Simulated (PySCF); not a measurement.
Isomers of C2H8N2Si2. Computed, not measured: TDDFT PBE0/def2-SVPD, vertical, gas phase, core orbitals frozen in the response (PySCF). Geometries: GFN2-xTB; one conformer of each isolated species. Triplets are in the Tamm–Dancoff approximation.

Problem. Rank by computed lowest singlet excitation energy, lowest first.
A. `C#C[Si@H](N)N[SiH3]`
B. `C[SiH2]N[SiH2]C#N`
C. `N1[SiH2]N[SiH]1C=C`
D. `C=N[Si@H]1C[SiH2]N1`
E. `N#C[SiH2]CN[SiH3]`
F. `N#C[SiH2]C[SiH2]N`

Solution. D (3.91 eV), C (4.79 eV), E (5.38 eV), B (5.74 eV), A (5.91 eV), F (6.09 eV).

| SMILES | S1 (eV) | LUMO (eV) | α (au) | f (S1) | gap (eV) | S1 mainly |
| --- | --- | --- | --- | --- | --- | --- |
| C=N[Si@H]1C[SiH2]N1 | 3.91 | -1.11 | 89.5 | 0.000 | 5.91 | H→L (89%) |
| C=C[SiH]1N[SiH2]N1 | 4.79 | -0.87 | 85.4 | 0.021 | 6.00 | H→L (97%) |
| N#C[SiH2]CN[SiH3] | 5.38 | -0.59 | 89.6 | 0.002 | 6.57 | H→L (78%) |
| C[SiH2]N[SiH2]C#N | 5.74 | -0.78 | 85.9 | 0.002 | 7.06 | H→L (98%) |
| C#C[Si@H](N)N[SiH3] | 5.91 | -0.27 | 88.2 | 0.006 | 7.17 | H→L (86%) |
| N#C[SiH2]C[SiH2]N | 6.09 | -0.53 | 86.1 | 0.005 | 7.10 | H→L (73%) |

H and L stand for HOMO and LUMO.
